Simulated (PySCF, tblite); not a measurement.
Isomers of [C7H7]+ (charge +1). Calculated harmonic vibrations of the isolated species, GFN2-xTB (tblite), most abundant isotopes, no scaling. The method is semi-empirical: single wavenumbers can be off by several per cent or more. One conformer each.

Electronic energies: PBE0/pcSseg-1 single points on the GFN2-xTB geometries (PySCF, gas phase).

| SMILES | electronic energy, lowest = 0 (kcal/mol) |
| --- | --- |
| CC#CC[c+]1cc1 | 33.8 |
| C#CC1=CC[C+]1C | 21.6 |
| C=C[C@@H]1C[c+]2cc21 | 70.2 |
| C=Cc1c[c+]1C=C | 0.0 |
| CC#Cc1[cH+]c1C | 8.6 |

**Question.** How do GFN2-xTB zero-point energies change the relative energies?

**Answer.** 
```tsv
SMILES	ZPE (kcal/mol)	of it from modes above 1550 cm⁻¹	electronic (kcal/mol)	with ZPE, lowest = 0 (kcal/mol)	lowest mode (cm⁻¹)	rings
C=Cc1c[c+]1C=C	67.9	38.4	0.0	0.0	82	1
CC#Cc1[cH+]c1C	67.0	36.3	8.6	7.8	19i	1
C#CC1=CC[C+]1C	67.8	36.3	21.6	21.6	103	1
CC#CC[c+]1cc1	67.1	36.6	33.8	33.0	14i	1
C=C[C@@H]1C[c+]2cc21	67.2	35.5	70.2	69.4	49	2
```

The zero-point energies span 0.9 kcal/mol, from `CC#Cc1[cH+]c1C` to `C=Cc1c[c+]1C=C`. Slightly imaginary modes are left out of the zero-point energy: `CC#Cc1[cH+]c1C` 18.5i cm⁻¹ and `CC#CC[c+]1cc1` 14.2i cm⁻¹. The order is unchanged.

**Question.** And how do the electronic energies of GFN2-xTB itself compare?

**Answer.** `C=Cc1c[c+]1C=C` 8.0; `CC#Cc1[cH+]c1C` 0.0; `C#CC1=CC[C+]1C` 8.6; `CC#CC[c+]1cc1` 22.9; `C=C[C@@H]1C[c+]2cc21` 59.9 kcal/mol, lowest = 0. Against the energies above, taken from the same isomer `C=Cc1c[c+]1C=C`, the largest difference is 21.0 kcal/mol.

**Question.** What do entropy and thermal enthalpy add at 298.15 K and 1 bar (rigid rotor, harmonic oscillator, one conformer each)?

**Answer.** 
| SMILES | point group | symmetry number | S (cal/(mol K)) | H − H(0) (kcal/mol) | ZPE + H − H(0) − TS (kcal/mol) |
| --- | --- | --- | --- | --- | --- |
| C=Cc1c[c+]1C=C | Cs | 1 | 85.7 | 5.42 | 47.7 |
| C#CC1=CC[C+]1C | C1 | 1 | 84.1 | 5.33 | 48.1 |
| C=C[C@@H]1C[c+]2cc21 | C1 | 1 | 83.3 | 5.11 | 47.4 |

Not tabulated: `CC#Cc1[cH+]c1C` (lowest mode only 18i cm⁻¹); `CC#CC[c+]1cc1` (lowest mode only 14i cm⁻¹).
